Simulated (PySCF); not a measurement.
(E)-1-bromo-1-chloro-2-fluoroethene (C2HBrClF), SMILES Br/C(=C/F)Cl. Atoms are numbered in the order given.

```xyz
6

F     -1.1901    -2.4560     0.0000
C     -1.2016    -1.1258     0.0000
C     -0.0678    -0.4099     0.0000
Cl     1.4848    -1.1539     0.0000
Br    -0.1348     1.4746     0.0000
H     -2.1970    -0.6783     0.0000
```

Geometry optimised at TPSSh-D3(BJ)/def2-SVP.

These are M06-2X/def2-TZVP run with PySCF values and carry that method's errors.

Atomic charges (e):

```json
[
 {"atom": "F1", "IAO": "?", "Löwdin": "0.18", "Mulliken": "-0.17"},
 {"atom": "C2", "IAO": "?", "Löwdin": "-0.33", "Mulliken": "0.07"},
 {"atom": "C3", "IAO": "-0.16", "Löwdin": "-0.78", "Mulliken": "0.00"},
 {"atom": "Cl4", "IAO": "0.03", "Löwdin": "0.42", "Mulliken": "-0.02"},
 {"atom": "Br5", "IAO": "0.07", "Löwdin": "0.37", "Mulliken": "-0.04"},
 {"atom": "H6", "IAO": "?", "Löwdin": "0.14", "Mulliken": "0.16"}
]
```

Task: Fill in the missing entries. (An estimate is asked for; the answer gives what the named calculation found.)

Result: 
- F1, IAO: -0.26
- C2, IAO: 0.15
- H6, IAO: 0.17

Task: Give the Mayer and Wiberg (Löwdin basis) orders of the bonds. (Estimate from the structure and the level; the computed values follow.)

Result: 
```tsv
bond	Mayer	Wiberg
F1–C2	1.05	1.78
C2–C3	1.76	2.07
C3–Cl4	1.16	1.74
C3–Br5	1.08	1.63
C2–H6	0.98	0.87
```
